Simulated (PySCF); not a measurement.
# Tungsten: highly charged ions in a basis for the neutral atom

W⁹⁺ [Kr] 4d10 4f14 5s2 5p3, W¹⁰⁺ [Kr] 4d10 4f14 5s2 5p2. Calculation: PySCF 2.14, in aug-cc-pVDZ-PP with ECP60MDF; a scalar-relativistic core potential. No spin-orbit coupling, so a gap to NIST mixes the basis error with missing relativistic terms.

Changed run: basis of the neutral atom used for a highly charged ion. This setting is unsound on purpose.

```
species  method  sound run (hartree)  changed run (hartree)  converged
    W⁹⁺     UHF              not run              -43.88462        yes
    W⁹⁺     LDA              not run              -43.94027        yes
    W⁹⁺  M06-2X              not run              -43.99584        yes
   W¹⁰⁺     UHF              not run              -37.10445        yes
   W¹⁰⁺     LDA              not run              -37.16011        yes
   W¹⁰⁺  M06-2X              not run              -37.22371        yes
```

Ionisation energy of W⁹⁺:

```json
{"method": "UHF", "changed run (eV)": "184.50", "NIST (eV)": "179 ± 1.2"}
{"method": "LDA", "changed run (eV)": "184.50", "NIST (eV)": "179 ± 1.2"}
{"method": "M06-2X", "changed run (eV)": "184.28", "NIST (eV)": "179 ± 1.2"}
```

The contracted functions were made for the neutral atom and can be too rigid for a highly charged ion.
